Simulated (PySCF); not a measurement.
hydrogen sulfate (HO₄S), SMILES O=S(=O)([O-])O, charge -1. Geometry optimised at PBE0-D3(BJ)/def2-SVPD. One conformer was computed; it need not be the lowest.

Give the equilibrium geometry at PBE0-D3(BJ)/def2-SVPD (PySCF confirms it by a frequency run) as bond lengths and angles, and its point group. (The exact figures need the calculation; the answer reports its results.)

One answer among several that fit: point group Cs.
Atoms: O1 S2 O3 O4 O5 H6. Bonds (Å): O1–S2 1.691, O1–H6 0.964, S2–O3 1.485, S2–O4 1.473, S2–O5 1.473. Angles (°): S2–O1–H6 102.5, O1–S2–O3 101.5, O1–S2–O4 104.1, O1–S2–O5 104.1, O3–S2–O4 115.0, O3–S2–O5 115.0, O4–S2–O5 114.7.
Charge -1, spin multiplicity 1.
